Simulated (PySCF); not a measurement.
F2Si, SMILES [Si](F)F (connectivity only; charge and spin as stated), charge +1, multiplicity 2.

The structure is a stationary point at r2SCAN-D4/def2-TZVP. The isomer is the one that the SMILES or the coordinates give; other isomers of the formula were not compared.

Two levels are set side by side: PBE/def2-TZVPD (PySCF) and CAM-B3LYP/def2-TZVPD (PySCF). Same geometry, gas phase. Differences are taken from unrounded values.

```csv
quantity,CAM-B3LYP
α-spin orbital gap (eV),9.74
β-spin orbital gap (eV),10.23
mean polarisability (bohr³),18.8
```

Problem. What does PBE give, and how far is it from CAM-B3LYP? (Estimate from the structure and the level; the computed values follow.)

Solution. 
| quantity | PBE | PBE minus CAM-B3LYP |
|---|---|---|
| α-spin orbital gap (eV) | 4.75 | -4.99 |
| β-spin orbital gap (eV) | 4.74 | -5.50 |
| mean polarisability (bohr³) | 19.9 | 1.1 |

PBE's more diffuse valence density responds more strongly to a field. Differences between two approximate levels are no errors against the true value.

Rough cost on one machine, each run with all the roots and properties that it gave: CAM-B3LYP against PBE within a factor of 2.
